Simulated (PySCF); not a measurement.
**Spinor energies of Ge¹⁴⁺ (germanium, charge +14)**

Start: [Ar]. Calculated with PySCF 2.14 in an even-tempered Gaussian basis (20 s from 1.2 bohr⁻², ratio 2.4; 14 p from 1.5 bohr⁻², ratio 2.4; 5 d from 8.6 bohr⁻², ratio 2.6; 4 f from 13 bohr⁻², ratio 2.6): generalised Hartree-Fock with the X2C-1e Hamiltonian and a Gaussian nucleus; one run each with spin-orbit coupling (SO) switched off, then screened by Boettger's factors.

```csv
spinor shell,electrons,"ε, spin-free (eV)","ε, screened SO (eV)",weight of nominal j (screened SO),"rms radius, screened SO (bohr)"
1s1/2,2,-11645.5,-11645.3,1.000,0.0542
2s1/2,2,-1924.3,-1924.2,1.000,0.225
2p1/2,2,-1736.2,-1758.3,1.000,0.199
2p3/2,4,-1736.2,-1725.5,1.000,0.202
3s1/2,2,-595.36,-595.34,1.000,0.591
3p1/2,2,-529.95,-534.15,1.000,0.588
3p3/2,4,-529.95,-527.92,1.000,0.595
```

```json
{"quantity": "E (hartree)", "spin-free": "-2006.53840", "screened SO": "-2006.62147"}
{"quantity": "M_J", "spin-free": "0", "screened SO": "0"}
{"quantity": "⟨J²⟩", "spin-free": "0.000", "screened SO": "0.000"}
{"quantity": "⟨L²⟩", "spin-free": "0.000", "screened SO": "0.002"}
{"quantity": "⟨S²⟩", "spin-free": "0.000", "screened SO": "0.002"}
```

Without spin-orbit coupling the j labels of p, d and f shells carry no meaning; the spin-free column gives the mean over the occupied spinors of each nl shell.
